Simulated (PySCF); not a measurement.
Computed shifts of a molecule C₄H₇F, PBE/pcSseg-1 (PySCF), GIAO, gas phase, atoms alike by connectivity averaged where their shifts nearly agree, in ppm (number of nuclei): ¹³C: 150.4 (1), 121.8 (1), 99.0 (1), 27.5 (1). ¹⁹F: -231.3 (1). ¹H: 6.45 (1), 6.25 (1), 5.89 (1), 5.80 (1), 1.84 (3). References: ¹³C against TMS (σ = 182.0 ppm); ¹⁹F against CFCl3 (σ = 133.6 ppm); ¹H against TMS (σ = 31.49 ppm), references at their B3LYP-D3(BJ)/def2-TZVP geometries, non-relativistic. Geometry: PBE-D3(BJ)/def2-SVP. One conformer was computed; it need not be the lowest.

**Question.** Pick the molecule that these values belong to.
A) CC(C)=CF
B) C=C(F)CC
C) C=C[C@H](C)F
D) CC/C=C\F

**Answer.** C, C=C[C@H](C)F
